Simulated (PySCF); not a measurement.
C₂H₅N, charge -1, doublet, at a GFN2-xTB geometry (a state made from the parent by changing its charge; the spin is typed, not shown lowest) (in this run its highest filled SCF level lies above zero, so its values depend strongly on the basis, on diffuse functions most of all), atoms displaced at random by about 0.03 Å a coordinate. Base run: B3LYP/6-31G, gradient run with PySCF.

Here is a job for PySCF.
```python
from pyscf import gto, scf, dft

mol = gto.M(
    atom='''
C     1.040801   -0.369154    0.070772
N    -0.042206    0.346503    0.444231
C    -1.168040    0.223448   -0.342810
H     1.588920    0.088807   -0.867686
H     1.824967   -0.377802    0.817271
H     0.861633   -1.408884   -0.275512
H    -1.280988   -0.691151   -0.964998
H    -2.039676    0.568706    0.139689
''',
    basis='6-31g',
    charge=-1,
    spin=1,
    verbose=4,
)

mf = dft.UKS(mol)
mf.xc = 'b3lyp'
mf.kernel()
g = mf.nuc_grad_method()
grad = g.kernel()
```

The coordinate followed is y of atom 1.

Each row names what was changed in the base input (with any setting that the change needs).

```csv
change,dE/dx (Eh/bohr),net force (Eh/bohr)
base,0.000387,0.000034
finite difference step (bohr) = 0.2; conv_tol = 1e-11,-0.005529,-
grid_response = on,0.000401,0.000000
grids.level = 0; grid_response = off,0.001196,0.003025
finite difference step (bohr) = 0.05; conv_tol = 1e-11,0.000032,-
grids.level = 1; grid_response = on,0.000340,0.000000
grids.level = 5; grid_response = off,0.000392,0.000001
grids.level = 0; grid_response = on,-0.001706,0.000000
finite difference step (bohr) = 0.01; conv_tol = 1e-11,0.000386,-
finite difference step (bohr) = 1e-4; conv_tol = 1e-11,0.000400,-
conv_tol = 1e-4,0.000649,0.000034
finite difference step (bohr) = 1e-3; conv_tol = 1e-11,0.000400,-
```

The net force is zero for an exact gradient.

Open shells are given as the SCF converged; they aren't shown to be the lowest states, and a large step between rows can be another state.
